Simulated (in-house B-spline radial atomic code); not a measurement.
**Ionising S VI (S5+) with different functionals**

Computed with a radial B-spline atomic code at the basis-set limit: scalar-relativistic (spin-free X2C) Hamiltonian, Fermi nucleus of rms radius 3.2611 fm, spin-polarised at highest spin, spherical fractional occupations for the functionals, and exact exchange of hybrids averaged over the configuration. The ionisation energy is the difference of two self-consistent energies, [Ne] 3s1 → [He] 2s2 2p6, without Breit or QED terms; ε is the level of the shell that loses the electron (its least bound occupied spin orbital).

```tsv
method	rung	ΔSCF (eV)	-ε(3s) (eV)
PBE0	global hybrid	?	?
B3LYP	global hybrid	89.08	83.36
TPSSh	global hybrid	?	?
BHandHLYP	global hybrid	88.81	85.07
r2SCAN0	global hybrid	88.01	83.67
B97-1	global hybrid	88.17	82.91
HSE06	range-separated hybrid	88.60	83.07
wB97X	range-separated hybrid	87.14	85.83
CAM-B3LYP	range-separated hybrid	89.08	85.20
LC-wPBE	range-separated hybrid	88.71	86.73
```

(1) What does TPSSh give?

(2) What does PBE0 give?

(3) Among the functionals, which spreads more, the ΔSCF values or the orbital energies?

(4) How do they compare with the NIST value?

Answers

(1) ΔSCF 88.27 eV, and -ε(3s) = 82.45 eV.

(2) ΔSCF 88.56 eV, and -ε(3s) = 83.42 eV.

(3) The orbital energies: ΔSCF values span about 1.94 eV and the orbital energies 4.29 eV.

(4) NIST lists 88.053 eV (measured, ground level to ground level). Errors run from -0.91 to +1.03 eV; r2SCAN0 is closest (-0.04 eV), but part of that can be cancellation, since the calculations leave out Breit-QED terms.
